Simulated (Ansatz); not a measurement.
Total energies of CH7FOSi2 (`C[SiH2]O[SiH2]F`).

```xyz
12

C     0.868   -1.725    0.135
Si   -0.616   -0.745    0.671
O    -0.825    0.560   -0.312
Si   -0.331    2.046   -0.702
F     1.230    2.017   -1.043
H     0.750   -2.081   -0.891
H     1.773   -1.115    0.183
H     1.005   -2.593    0.785
H    -0.450   -0.267    2.071
H    -1.856   -1.556    0.581
H    -1.046    2.486   -1.917
H    -0.502    2.974    0.438
```

Charge 0, multiplicity 1. All single points use the PBE0-D4/def2-TZVP geometry. It is one conformer, not always the lowest. Basis def2-TZVPP, the Gaussian-basis code of Ansatz.

RPA on PBE orbitals: Hartree–Fock energy of these orbitals -794.34860 Eh, correlation -1.50077 Eh (frozen core).

```csv
functional,energy without D4 (Eh),D4 term (kJ/mol)
PBE,-796.10342,-24.1
revPBE,-796.44391,-70.7
BLYP,-796.59447,-52.2
B97M-V,-796.44913,–
PBE0,-796.17641,-20.5
r2SCANh,-796.48424,-6.5
r2SCAN0,-796.46535,-7.2
HSE06 (plane-wave form),-796.15285,-19.2
BHLYP,-796.56517,-30.2
CAM-B3LYP,-796.60300,-21.0
LC-ωPBE,-796.35252,–
ωB97X-V,-796.49351,–
ωB97M-V,-796.53534,–
B2PLYP,-796.27631,–
```

Q: Give the same for LDA (SPW92), r2SCAN, B3LYP, PBE-QIDH. (An estimate is asked.)

A: The calculation gave: 
| functional | energy without D4 (Eh) | D4 term (kJ/mol) |
| --- | --- | --- |
| LDA (SPW92) | -792.74155 | – |
| r2SCAN | -796.49765 | -6.1 |
| B3LYP | -796.70493 | -38.7 |
| PBE-QIDH | -795.98942 | – |

B3LYP takes the VWN-RPA correlation (the form of Gaussian; ORCA's B3LYP/G). HSE06 is the plane-wave form, built on full-range PBE exchange. The double hybrids freeze the cores in their second-order part.

LC-ωPBE has ω = 0.4 bohr⁻¹.
